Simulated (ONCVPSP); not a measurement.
What one change does to a pseudopotential (Fe (Z = 26), ONCV)

| Property | Result |
| --- | --- |
| Element | iron |
| Generator | ONCVPSP 4.0.1 |
| Type | optimised norm-conserving Vanderbilt (ONCV) |
| Functional | LDA (Perdew-Wang 92) |
| Relativity | scalar-relativistic |
| Frozen core | [Ne] |
| Valence charge | 16 |
| Reference configuration | 3s2 3p6 3d6 4s2 |
| Partial waves | 3s+4s: rc 1.20 bohr, ncon 4, nbas 7, qcut 9.3 1/bohr, 3 projectors, debl 3.3 Ha; 3p: rc 1.15 bohr, ncon 4, nbas 7, qcut 13.9 1/bohr, 1 projector; 3d: rc 1.35 bohr, ncon 4, nbas 9, qcut 11.4 1/bohr, 1 projector |
| Local potential | polynomial inside 0.90 bohr (lpopt 2, dvloc0 2 Ha) |
| Core correction | Teter function, fcfact 4, rcfact 1.75 |

Change: all radii but the core radius scaled by about 1.06 (s 1.28, p 1.22, d 1.44 bohr); local potential polynomial inside 0.96 bohr (lpopt 2, dvloc0 2 Ha).

Cutoffs: the cutoffs (Ha) at which the residual kinetic energy of the hardest occupied pseudo-wave falls to 1 and 0.1 mHa per electron; they do not see the model core or the augmentation charge, which bear on the density cutoff. Errors are all-electron minus pseudo energies relative to the spin-unpolarised reference configuration.

Problem. Predict the effect on cutoff, ghosts and configuration errors.

Solution. The potential gets neither clearly harder nor softer (52 Ha and 58 Ha → 49 Ha and 55 Ha); of the 4 tests that both files solve, the error grows in 1 and shrinks in 1 by more than 15 % and 0.3 meV (median size 6.3 → 1.5 meV); neither file shows a bound ghost.

| quantity | base | changed |
| --- | --- | --- |
| cutoff, loose | 52 Ha | 49 Ha |
| cutoff, tight | 58 Ha | 55 Ha |
| loose cutoff by channel | s 34 Ha, p 33 Ha, d 52 Ha | s 31 Ha, p 33 Ha, d 49 Ha |
| bound ghosts | none | none |
| GHOST(+) flags under 300 eV | none | none |
| error for 3s2 3p6 3d6 4s1, meV [ΔE 8.97 eV] | +0.1 | +0.2 |
| error for 3s2 3p6 3d6 4s0, meV [ΔE 25.46 eV] | +2.1 | +2.4 |
| error for 3s2 3p6 3d5 4s0, meV [ΔE 59.99 eV] | -10 | -12 |
| error for 3s2 3p6 3d6 4s0 4p2, meV [ΔE 8.61 eV] | +13 | +0.5 |
| rms error of d²Exc/dni dnj with the model core, mHa | 2.11 | 2.19 |
